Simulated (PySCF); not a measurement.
**K⁺ (potassium, charge +1) across methods**

[Ar], closed-shell 1S. Calculation: PySCF 2.14, in dyall-acv3z (25s18p7d3f, 135 functions); scalar relativity by spin-free X2C-1e.

```
method  E (hartree)  mean ε 2p (eV)  mean ε 3s (eV)  mean ε 3p (eV)  Σ⟨r²⟩ (bohr²)   ⟨S²⟩
 wB97X     -602.088         -295.42         -47.425         -29.481          19.38  0.000
   LDA     -600.327         -286.12         -41.354         -24.973          19.53  0.000
   UHF   -601.31653         -319.57         -53.792         -31.839          19.48  0.000
  BLYP     -602.087         -286.31         -41.257         -24.737          19.57  0.000
   M06     -602.068         -295.76         -44.822         -26.815          19.34  0.000
  PBE0     -601.906         -294.78         -44.831         -26.906          19.43  0.000
   PBE     -601.864         -286.15         -41.442         -24.880          19.49  0.000
```

(1) Estimate the same row for r2SCAN.

## Answers

(1) E (hartree) = -602.041; mean ε 2p (eV) = -289.89; mean ε 3s (eV) = -42.813; mean ε 3p (eV) = -25.464; Σ⟨r²⟩ (bohr²) = 19.40; ⟨S²⟩ = 0.000.
